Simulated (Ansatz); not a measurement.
C$_{2}$H$_{5}$B$_{2}$ClO. Charge 0, multiplicity 1. The bonds changed during the relaxation, so this is another structure than the one it started from. The geometry is a stationary point of PBE0-D4/def2-TZVP. It is one conformer, not always the lowest.

```xyz
11

O    -1.437    0.533    1.072
C    -0.516   -0.214    0.402
Cl    1.027   -1.127   -1.667
B    -0.618   -0.494   -1.044
B     0.887    0.420   -0.464
C     0.842   -0.210    0.982
H    -2.217    0.643    0.518
H    -1.476   -0.302   -1.839
H     1.236    1.456   -0.919
H     1.334   -1.166    1.128
H     0.940    0.460    1.832
```

Question: What is the dipole moment at r2SCAN/def2-TZVPP? (Best estimate.)

Answer: Ansatz gave: 0.64 D, with components (-0.50, -0.25, -0.30) D in this frame, pointing from negative to positive charge.

Question: And with PBE, B3LYP, ωB97M-V? (An estimate is asked.)

Answer: Ansatz gave: PBE 0.64 D, B3LYP 0.70 D, ωB97M-V 0.73 D.

Question: Give the Mulliken charges with r2SCAN, B3LYP, ωB97M-V in def2-TZVPP. (Estimate.)

Answer: Ansatz gave: 
```csv
atom,r2SCAN,B3LYP,ωB97M-V
O1,-0.31,-0.29,-0.27
C2,0.15,0.17,0.15
Cl3,-0.04,-0.06,0.01
B4,-0.07,-0.10,-0.17
B5,-0.01,-0.03,-0.13
C6,-0.13,-0.19,-0.23
H7,0.22,0.20,0.19
H8,0.02,0.04,0.10
H9,0.03,0.05,0.11
H10,0.07,0.10,0.12
H11,0.08,0.10,0.12
```

B3LYP here is the variant with VWN-RPA as its local correlation; programs differ in this.
